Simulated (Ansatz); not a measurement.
Consider the formal exchange of groups at the Al–O bond: `C[BH][AlH][OH]` + `C[SiH2]C(C)=S` → `C[BH][AlH][SiH2]C` + `CC(O)=S`.

Program: Ansatz. Geometries: PBE0-D4/def2-TZVP. ΔE: electronic, gas phase. CCSD(T)/CBS is the MP2 limit (def2-TZVPP, def2-QZVPP) plus CCSD(T) − MP2 in def2-TZVPP, frozen cores. Functionals use def2-TZVPP. B3LYP here is the variant with VWN-RPA as its local correlation; programs differ in this. One conformer a species, not always the lowest.

`C[BH][AlH][OH]`:

Cartesian coordinates in Å:
```
C 0.771 1.574 -0.342
B 0.854 0.138 0.251
Al -0.804 -1.145 0.638
O -1.442 -2.002 -0.692
H 1.593 2.238 -0.064
H 0.911 1.375 -1.422
H -0.181 2.100 -0.255
H 1.967 -0.286 0.436
H -1.495 -1.382 2.059
H -2.174 -2.611 -0.609
```

`C[SiH2]C(C)=S`:

Cartesian coordinates in Å:
```
C -1.489 -0.681 -1.547
Si 0.168 -0.402 -0.755
C 0.039 0.476 0.922
C 1.308 0.748 1.657
S -1.415 0.900 1.499
H -2.124 -1.295 -0.906
H -2.001 0.269 -1.713
H -1.368 -1.187 -2.508
H 0.885 -1.688 -0.514
H 1.053 0.438 -1.613
H 1.842 -0.192 1.838
H 1.128 1.255 2.605
H 1.974 1.358 1.036
```

`C[BH][AlH][SiH2]C`:

Cartesian coordinates in Å:
```
C 1.943 -1.499 1.368
B 1.629 0.018 1.194
Al 1.139 1.022 -0.612
Si -1.170 1.043 -1.488
C -2.404 0.077 -0.439
H 2.230 -2.057 0.475
H 2.643 -1.717 2.180
H 0.978 -1.919 1.705
H 1.569 0.650 2.221
H 2.248 1.814 -1.448
H -1.181 0.484 -2.876
H -1.651 2.454 -1.619
H -2.461 0.489 0.571
H -3.404 0.113 -0.876
H -2.108 -0.971 -0.357
```

`CC(O)=S`:

```xyz
8

C    -0.964    0.074    0.140
C     0.463   -0.248   -0.135
O     1.247    0.801    0.102
S     1.040   -1.678   -0.656
H    -1.271    0.919   -0.483
H    -1.071    0.389    1.182
H    -1.600   -0.783   -0.057
H     2.156    0.527   -0.094
```

```tsv
level	ΔE (kJ/mol)	difference from CCSD(T)/CBS
PBE-D4	102.9	-40.6
PBE0-D4	109.7	-33.8
B3LYP-D4	131.6	-11.9
B2PLYP	136.6	-6.9
PBE	99.3	-44.2
r2SCAN	116.9	-26.6
PBE0	106.7	-36.8
B3LYP	125.6	-17.9
HF/def2-TZVPP	135.2	-8.3
MP2/def2-TZVPP	152.1	8.6
SCS-MP2/def2-TZVPP	151.3	7.8
CCSD/def2-TZVPP	139.7	-3.8
CCSD(T)/def2-TZVPP	138.0	-5.5
MP2/def2-QZVPP	156.0	12.5
SCS-MP2/def2-QZVPP	155.1	11.6
HF/CBS(def2)	137.7	-5.8
CCSD(T)/CBS	143.5	0
```

Largest T1 diagnostic among the species: 0.017.

The D4 term adds +6.0 kJ/mol with B3LYP and +3.1 kJ/mol with PBE0; it sums over pairs of atoms, weighted by their polarisabilities, and B3LYP, whose exchange is more repulsive, gets the larger term. From PBE to PBE0 (25 % exact exchange), in def2-TZVPP and without D4, ΔE moves by +7.4 kJ/mol.
